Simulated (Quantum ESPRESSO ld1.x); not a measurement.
Question: V XXI, configuration [He] 2s1. All-electron calculation, scalar-relativistic Kohn-Sham, LDA (Slater exchange, Perdew-Zunger correlation), spin-polarised, spherical densities, point nucleus; open shells are filled with parallel spins first. Program: ld1.x of Quantum ESPRESSO 7.5. Some entries of the table are withheld. Estimate them.

orbital,occ.,eigenvalue (hartree),<r> (bohr)
1s up,1,-241.736,0.06600
1s down,1,-241.496,0.06597
2s up,1,-56.3855,(1)
2s down,0,-55.2605,(2)
2p up,0,-54.6076,0.2338
2p down,0,-53.6081,0.2335
3s up,0,(3),0.6276
3s down,0,(4),0.6346
3d up,0,-23.2849,0.5009
3d down,0,-22.6620,0.5136

Answer: 
(1) 2s up <r> (bohr): 0.2734
(2) 2s down <r> (bohr): 0.2743
(3) 3s up eigenvalue (hartree): -24.0470
(4) 3s down eigenvalue (hartree): -23.7375
